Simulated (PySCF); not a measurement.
CH7FO2Si2, SMILES [Si](F)(O)(O)C[SiH3].

Coordinates come from a PBE-D3(BJ)/def2-SVP optimisation. The structure was generated by enumeration, and PubChem lists no compound with its InChIKey, so it may never have been made. The values are those of a single conformer.

Level of theory: PBE0/def2-TZVP run with PySCF.

The molecule is in vacuum.

- total energy = -871.38169 hartree
- highest occupied level = -8.84 eV
- lowest empty level = 0.26 eV
- orbital gap = 9.10 eV
- dipole moment = 1.73 D
- quadrupole, principal values (traceless, Buckingham form, about the centre of nuclear charge) = -8.08, 0.78, 7.29 D·Å
- mean static polarisability = 68.1 bohr³ (10.09 Å³)
- polarisability, principal values = 59.9, 64.9, 79.4 bohr³
